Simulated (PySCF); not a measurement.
CH2Cl, SMILES [CH2]Cl (connectivity only; charge and spin as stated), charge +1, multiplicity 1.

The structure is a stationary point at PBE-D3(BJ)/def2-TZVP. The multiplicity is an assumed one; other spin states were not compared. The isomer is the one that the SMILES or the coordinates give; other isomers of the formula were not compared.

Calculation: M06-2X/def2-TZVPD (PySCF).

Symmetry labels are those of the subgroup C2v that the program uses (full group C2v).

List the valence orbital energies around the gap with their symmetry. (The exact figures need the calculation; the answer reports its results.)


| orbital | symmetry | energy (eV) |
|---|---|---|
| HOMO−7 | B1 | -214.10 |
| HOMO−6 | B2 | -213.97 |
| HOMO−5 | A1 | -35.76 |
| HOMO−4 | A1 | -28.21 |
| HOMO−3 | B2 | -23.27 |
| HOMO−2 | A1 | -22.41 |
| HOMO−1 | B1 | -20.10 |
| HOMO | B2 | -18.19 |
| LUMO | B1 | -10.11 |
| LUMO+1 | A1 | -4.91 |
| LUMO+2 | A1 | -4.05 |
| LUMO+3 | B2 | -3.40 |
